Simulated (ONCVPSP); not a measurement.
# Reading a pseudo-wave (boron (B))

Columns: radius, all-electron u(r) and pseudo u(r) of the 2s shell (level -9.38 eV) of boron in the configuration [He] 2s2 2p1; LDA (Perdew-Wang 92), scalar-relativistic, ONCV scheme, ONCVPSP 4.0.1.

```json
{"r (bohr)": "0.192", "all-electron": "-0.3054", "pseudo": "0.0760"}
{"r (bohr)": "0.385", "all-electron": "-0.1126", "pseudo": "0.1692"}
{"r (bohr)": "0.578", "all-electron": "0.1619", "pseudo": "0.2885"}
{"r (bohr)": "0.770", "all-electron": "0.3955", "pseudo": "0.4236"}
{"r (bohr)": "0.962", "all-electron": "0.5628", "pseudo": "0.5640"}
{"r (bohr)": "1.155", "all-electron": "0.6670", "pseudo": "0.6670"}
{"r (bohr)": "1.348", "all-electron": "0.7187", "pseudo": "0.7187"}
{"r (bohr)": "1.540", "all-electron": "0.7310", "pseudo": "0.7310"}
{"r (bohr)": "1.732", "all-electron": "0.7159", "pseudo": "0.7159"}
{"r (bohr)": "1.925", "all-electron": "0.6825", "pseudo": "0.6825"}
{"r (bohr)": "2.118", "all-electron": "0.6380", "pseudo": "0.6380"}
{"r (bohr)": "2.310", "all-electron": "0.5878", "pseudo": "0.5878"}
{"r (bohr)": "2.502", "all-electron": "0.5355", "pseudo": "0.5355"}
{"r (bohr)": "2.695", "all-electron": "0.4832", "pseudo": "0.4832"}
{"r (bohr)": "2.888", "all-electron": "0.4327", "pseudo": "0.4327"}
{"r (bohr)": "3.080", "all-electron": "0.3854", "pseudo": "0.3854"}
{"r (bohr)": "3.272", "all-electron": "0.3415", "pseudo": "0.3415"}
{"r (bohr)": "3.465", "all-electron": "0.3012", "pseudo": "0.3012"}
{"r (bohr)": "3.658", "all-electron": "0.2646", "pseudo": "0.2646"}
{"r (bohr)": "3.850", "all-electron": "0.2319", "pseudo": "0.2319"}
{"r (bohr)": "4.043", "all-electron": "0.2025", "pseudo": "0.2025"}
{"r (bohr)": "4.235", "all-electron": "0.1766", "pseudo": "0.1766"}
{"r (bohr)": "4.428", "all-electron": "0.1535", "pseudo": "0.1535"}
{"r (bohr)": "4.620", "all-electron": "0.1333", "pseudo": "0.1333"}
{"r (bohr)": "4.812", "all-electron": "0.1156", "pseudo": "0.1156"}
{"r (bohr)": "5.005", "all-electron": "0.1000", "pseudo": "0.1000"}
```

Problem. How many radial nodes do the two functions have?

Solution. The all-electron 2s function has n − l − 1 = 1; the pseudo-wave has 0, since the states of the same l below it are removed with the core.

Problem. At about which radius was the pseudo-wave matched?

Solution. 1.20 bohr, where the columns begin to agree (steps of 0.19 bohr).

Problem. Where does each function peak?

Solution. Outermost all-electron maximum near 1.54 bohr, pseudo maximum near 1.54 bohr (to the table’s step).

Problem. Is the pseudo-wave norm-conserving?

Solution. Yes: the ONCV scheme keeps the norm inside the radius equal to the all-electron one, which fixes the energy derivative of the logarithmic derivative at the level.
